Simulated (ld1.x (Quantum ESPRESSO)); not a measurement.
lead, ultrasoft: configuration errors across variants

* Element: Pb
* Generator: ld1.x (Quantum ESPRESSO) 7.5
* Type: ultrasoft
* Functional: PBE
* Relativity: scalar-relativistic
* Frozen core: [Kr] 4d10 4f14 5s2
* Valence charge: 20
* Reference configuration: 5p6 5d10 6s2 6p2
* Partial waves: 6s (bound): rcut 1.60, rcutus 1.85 bohr; 6s channel at 3.55 Ry: rcut 1.60, rcutus 1.85 bohr; 5p (bound): rcut 1.35, rcutus 1.50 bohr; 6p (bound): rcut 1.35, rcutus 1.50 bohr; 5d (bound): rcut 1.45, rcutus 1.70 bohr; 5d channel at 2.55 Ry: rcut 1.45, rcutus 1.70 bohr
* Local potential: all-electron potential smoothed inside 1.60 bohr (lloc = -1)
* Core correction: none
* Augmentation charge: PSQ, inside the norm-conserving radii

All-electron excitation energies from the reference (eV): (1) 5p6 5d10 6s2 6p1 6.575; (2) 5p6 5d10 6s2 6p0 20.020; (3) 5p6 5d10 6s1 6p0 52.430.

The overlap operator is not positive definite (basis up to 400 Ry) in “base”, “core correction a·sin(br)/r model core inside 0.78 bohr”, “core correction a·sin(br)/r model core inside 1.00 bohr”, “core correction a·sin(br)/r model core inside 1.20 bohr”, “core correction a·sin(br)/r model core inside 1.68 bohr”. Such files are unfit for use, however small their errors in these radial tests.

A true bound ghost makes a file unfit for plane-wave use even where its test errors are small: the radial tests pick states by their node count and pass the ghost by.

Errors AE − PS in meV (a dash: test not solved or not reliable):

```csv
change,(1),(2),(3),bound ghosts
base,+6.3,+45,+24,"s (p, d not tested, overlap not positive)"
core correction a·sin(br)/r model core inside 0.78 bohr,-21,-194,-69,"s (p, d not tested, overlap not positive)"
core correction a·sin(br)/r model core inside 1.00 bohr,-15,-119,-40,"s (p, d not tested, overlap not positive)"
core correction a·sin(br)/r model core inside 1.20 bohr,-2.4,-17,0.0,"s (p, d not tested, overlap not positive)"
core correction a·sin(br)/r model core inside 1.68 bohr,+6.5,+44,+21,"s (p, d not tested, overlap not positive)"
```

(1) Give the same row for: core correction a·sin(br)/r model core inside 1.58 bohr.

## Answers

(1) +6.5, +43, +20; bound ghosts: s (p, d not tested, overlap not positive). Its overlap operator is not positive definite in a basis up to 400 Ry (lowest eigenvalue p -1.13, d -0.21), so the file is unfit for use: the generalised eigenproblem breaks down once the basis is large enough, and its test numbers describe a broken file.
